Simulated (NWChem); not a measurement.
NaF; SMILES [F][Na]

```xyz
2

Na     0.0000     0.0000    -0.8567
F      0.0000     0.0000     1.0316
```
Atoms are numbered in this order, from 1.

All runs: NWChem. The geometry was optimised at PBE0/def2-SVP. GIAO values for the isolated, static molecule; σ is the absolute isotropic shielding, δ = σ(reference) − σ with the isolated reference molecule computed at the same levels (19F: trichlorofluoromethane).

Problem. Predict the results for KT2/pcSseg-1. Quantities: σ Na1 (ppm); δ F2 (ppm).

Solution. The σ Na1 (ppm) is 575.9 and the δ F2 (ppm) comes out as -278.8.
